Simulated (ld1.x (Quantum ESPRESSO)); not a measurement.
## Tc, TM: configuration errors across variants

Tc, norm-conserving Troullier–Martins (Kleinman–Bylander form), made with ld1.x (Quantum ESPRESSO) 7.5 (PBEsol, non-relativistic). Core [Kr], reference 4d5 5s1.75 5p0.25. Waves: 5p (bound): rc 2.65 bohr; 4d (bound): rc 1.80 bohr; 4f channel at 0.25 Ry: rc 2.40 bohr; 5s (bound): rc 2.80 bohr. Local part: the s channel. Core correction: none.

All-electron excitation energies from the reference (eV): (1) 4d5 5s2 5p0 -0.852; (2) 4d5 5s1 5p0 6.996; (3) 4d5 5s0 5p0 21.294; (4) 4d4 5s2 5p0 11.407; (5) 4d5.5 5s1.5 5p0 -1.845; (6) 4d3 5s0 5p0 92.861; (7) 4d4 5s0 5p0 50.355.

2 further variants failed, have other tests or another functional or relativity, and are left out.

A true bound ghost makes a file unfit for plane-wave use even where its test errors are small: the radial tests pick states by their node count and pass the ghost by.

Errors AE − PS in meV (a dash: test not solved or not reliable):

| change | (1) | (2) | (3) | (4) | (5) | (6) | (7) | bound ghosts |
| --- | --- | --- | --- | --- | --- | --- | --- | --- |
| base | 0.0 | -2.1 | +13 | -106 | -28 | -418 | -67 | none |
| wave 4f channel at 0.25 Ry: rc 2.40 bohr becomes 4f channel at 0.55 Ry: rc 2.40 bohr | 0.0 | -2.1 | +13 | -106 | -28 | -418 | -67 | none |
| wave 4f channel at 0.25 Ry: rc 2.40 bohr becomes 4f channel at 0.25 Ry: rc 2.84 bohr | 0.0 | -2.1 | +13 | -106 | -28 | -418 | -67 | none |
| all radii scaled by about 1.19 (s 3.32, p 3.16, d 2.14, f 2.86 bohr) | -0.1 | -0.8 | +9.8 | -54 | -23 | -506 | -122 | none |
| wave 5s (bound): rc 2.80 bohr becomes 5s (bound): rc 2.36 bohr | +0.1 | -1.5 | +16 | -90 | -26 | -439 | -74 | none |
| type ultrasoft; waves now 5s (bound): rcut 2.45, rcutus 2.80 bohr; 5s channel at 0.95 Ry: rcut 2.45, rcutus 2.80 bohr; 5p (bound): rcut 2.30, rcutus 2.65 bohr; 5p channel at 2.4 Ry: rcut 2.30, rcutus 2.65 bohr; 4d (bound): rcut 1.55, rcutus 1.80 bohr; 4d channel at 1.4 Ry: rcut 1.55, rcutus 1.80 bohr; 4f channel at 0.25 Ry: rc 2.40 bohr; local potential the f channel; augmentation PSQ, radius 1.45 bohr | +0.1 | +2.1 | +53 | -30 | -1.3 | -408 | -3.9 | s, p |
| core correction a·sin(br)/r model core inside 1.10 bohr | -0.1 | -4.6 | -41 | -164 | -38 | -1095 | -257 | none |
| local potential all-electron potential smoothed inside 1.50 bohr (lloc = -1) | +0.1 | -1.1 | +19 | -41 | -14 | +6.1 | +80 | s, p |
| wave 4d (bound): rc 1.80 bohr becomes 4d (bound): rc 2.00 bohr | 0.0 | -1.9 | +14 | -102 | -28 | -399 | -65 | none |

(1) Give the same row for: wave 5p (bound): rc 2.65 bohr becomes 5p (bound): rc 4.06 bohr.

Answers

(1) +0.1, -2.6, +12, -106, -28, -419, -68; bound ghosts: none.
